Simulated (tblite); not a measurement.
Compound: C5H6F2OSi.
Cartesian coordinates in Å at the GFN2-xTB level; atoms count from 1:
```xyz
15
C5H6F2OSi angstrom
F      3.709   -0.160    0.196
C      2.504    0.267   -0.209
F      2.572    1.624   -0.215
O      1.582   -0.194    0.659
C      0.255   -0.108    0.290
C     -0.258    0.525   -0.772
C     -1.706    0.426   -0.887
C     -2.354   -0.269    0.058
Si    -1.122   -0.933    1.319
H      2.348   -0.057   -1.256
H      0.296    1.093   -1.505
H     -2.194    0.912   -1.720
H     -3.425   -0.381    0.047
H     -1.232   -0.349    2.652
H     -0.979   -2.387    1.322
```

Calculated harmonic vibrations of the isolated species, GFN2-xTB (tblite), most abundant isotopes, no scaling. Against measured fundamentals such values can be off by several per cent, at times by over 20. Modes of hydrogen on silicon can be 10 to 20 % off. One conformer, not necessarily the lowest.

Harmonic wavenumbers (cm⁻¹): 55.1, 64.1, 133.1, 186.8, 251.3, 324.8, 363.0, 372.2, 464.2, 498.1, 506.2, 543.8, 597.2, 599.8, 648.5, 731.1, 743.2, 774.8, 812.0, 849.6, 909.3, 977.6, 1043.9, 1077.8, 1097.5, 1120.6, 1188.0, 1249.4, 1278.3, 1293.0, 1319.3, 1549.0, 1630.3, 2274.8, 2290.1, 2850.6, 3065.3, 3078.2, 3106.9.

A = 3231, B = 774.5, C = 659.3 MHz; mass 148.016 u (most abundant isotopes); point group C1, symmetry number 1.

**Question.** Zero-point energy?

**Answer.** ½Σν̃ = 20959 cm⁻¹ = 250.73 kJ/mol.

**Question.** Give the ideal-gas entropy at 500 K and 1 bar in the rigid-rotor, harmonic-oscillator model (classical rotation).

**Answer.** Translation 181.93, rotation 130.53, vibration 183.04: S = 495.5 J/(mol K).

**Question.** And Cp and H(500 K) − H(0)?

**Answer.** Cp = 217.39 J/(mol K), of which vibrations give 184.13 (their classical limit is 39 R = 324.3); H(500 K) − H(0) = 64.84 kJ/mol without the zero-point energy, 48.21 from vibrations.

**Question.** Which modes carry the vibrational entropy at 500 K?

**Answer.** 55.1 cm⁻¹: 23.64; 64.1 cm⁻¹: 22.38; 133.1 cm⁻¹: 16.34; 186.8 cm⁻¹: 13.58; 251.3 cm⁻¹: 11.19; 324.8 cm⁻¹: 9.17 J/(mol K); the other 33 give 86.74 together.

**Question.** How do the functions run with temperature in this model?

**Answer.** 
```tsv
T (K)	S (J/(mol K))	Cp (J/(mol K))	H − H(0) (kJ/mol)	G − H(0) (kJ/mol)	ln q(vib)
100	287.2	68.7	5.00	-23.72	1.39
200	347.5	111.2	13.95	-55.56	3.50
300	400.8	153.7	27.23	-93.02	5.75
800	610.6	270.6	138.92	-349.55	17.09
1000	673.4	291.6	195.27	-478.10	21.15
```

q(vib) and H(0) count from the zero-point level.

**Question.** Blend soft modes into free rotors: weight 1/[1 + (100 cm⁻¹/ν̃)⁴] for the oscillator and the rest for a rotor with moment μB/(μ + B), μ = h/(8π²ν), B = 10⁻⁴⁴ kg m². What vibrational entropy results?

**Answer.** 170.08 J/(mol K) in place of 183.04, which changes −T·S at 500 K by +6.48 kJ/mol.

Hindered rotation and anharmonicity are outside this model. Other conformers, if any are populated, would add a mixing term that is left out. The structure is chiral; the term R ln 2 for an equal mix with its mirror image is left out.
